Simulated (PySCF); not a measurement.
PySCF 2.14 output of an unrestricted BP86 calculation on a single atom or ion in def2-SVP, with the non-relativistic Hamiltonian (point nucleus):

```
SCF conv_tol = 1e-09
number electrons alpha = 13  beta = 9
    A. D. Becke.,  Phys. Rev. A 38, 3098 (1988)
    J. P. Perdew.,  Phys. Rev. B 33, 8822 (1986)
cycle= 1 E= -943.633650175513  delta_E= -0.00155  |g|= 0.0441  |ddm|= 0.0936
cycle= 2 E= -943.633820119577  delta_E= -0.00017  |g|= 0.0427  |ddm|= 0.137
cycle= 3 E= -943.634692758195  delta_E= -0.000873  |g|= 0.002  |ddm|= 0.136
cycle= 4 E= -943.634682679393  delta_E= 1.01e-05  |g|= 0.000222  |ddm|= 0.0327
cycle= 5 E= -943.634682483572  delta_E= 1.96e-07  |g|= 2.81e-05  |ddm|= 0.0043
cycle= 6 E= -943.634682481984  delta_E= 1.59e-09  |g|= 4.44e-06  |ddm|= 0.000389
cycle= 7 E= -943.634682481984  delta_E= 3.41e-13  |g|= 7.29e-08  |ddm|= 2.73e-05
converged SCF energy = -943.634682481984  <S^2> = 6.000157  2S+1 = 5.0000628
```

The run itself started from symmetry-adapted Hartree-Fock orbitals and held the occupation by maximum overlap, on a logarithmic radial grid, so the iterations belong to that start.

**Question.** Which element, charge and spin multiplicity is this?

**Answer.** V⁺ (vanadium, charge +1), multiplicity 5; the state was [Ar] 3d4, high-spin 5D determinant.
